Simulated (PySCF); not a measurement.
Geometries of 3 isomers of C2H7GeN, from PBE0-D3(BJ)/def2-SVP geometry optimisation, gas phase in PySCF 2.14.0. One conformer each, no zero-point energy, no frequencies.

Question: Which is lowest in electronic energy at this level?
A.
```xyz
11
angstrom
C     -1.711   -0.104   -0.285
Ge    -0.035   -0.191    0.713
C      1.505   -0.180   -0.518
N      2.419    0.700   -0.573
H     -1.735    0.805   -0.902
H     -2.569   -0.085    0.403
H     -1.813   -0.978   -0.944
H     -0.001   -1.463    1.587
H      0.134    1.051    1.617
H      1.579   -1.011   -1.247
H      2.266    1.429    0.135
```
B.
```xyz
11
angstrom
C     -1.469    0.003   -0.131
N     -0.715    1.215   -0.021
C      0.549    1.202   -0.085
Ge     1.762   -0.352   -0.328
H     -2.089   -0.120    0.771
H     -0.865   -0.916   -0.271
H     -2.171    0.090   -0.977
H      1.055    2.180    0.004
H      1.497   -1.080   -1.660
H      3.197    0.202   -0.336
H      1.622   -1.368    0.822
```
C.
```xyz
11
angstrom
C     -2.181    0.389   -0.494
C     -1.115    0.395    0.311
Ge     0.524   -0.550   -0.100
N      1.904    0.658    0.050
H     -3.101    0.930   -0.244
H     -2.187   -0.160   -1.443
H     -1.156    0.964    1.248
H      0.831   -1.659    0.927
H      0.348   -1.192   -1.502
H      2.832    0.252   -0.043
H      1.835    1.444   -0.591
```

Answer: C. That is `C=[CH][GeH2][NH2]`, 5.2 kcal/mol below the next.

```json
{"SMILES": "C=[CH][GeH2][NH2]", "atoms numbered as above": "[CH2:1]=[CH:2][GeH2:3][NH2:4]", "E (Eh)": "-2211.37492", "relative (kcal/mol)": "0.0", "relative (kJ/mol)": "0.0", "dipole (D)": "1.00"}
{"SMILES": "[H]/N=[CH]\\[GeH2][CH3]", "atoms numbered as above": "[H]/[N:4]=[CH:3]\\[GeH2:2][CH3:1]", "E (Eh)": "-2211.36670", "relative (kcal/mol)": "5.2", "relative (kJ/mol)": "21.6", "dipole (D)": "2.18"}
{"SMILES": "C/N=[CH]\\[GeH3]", "atoms numbered as above": "[CH3:1]/[N:2]=[CH:3]\\[GeH3:4]", "E (Eh)": "-2211.35349", "relative (kcal/mol)": "13.4", "relative (kJ/mol)": "56.3", "dipole (D)": "1.01"}
```

As drawn, the lowest has an N–H bond and a C=C bond outside aromatic rings, which the highest lacks; the highest has a C=N bond, which the lowest lacks.
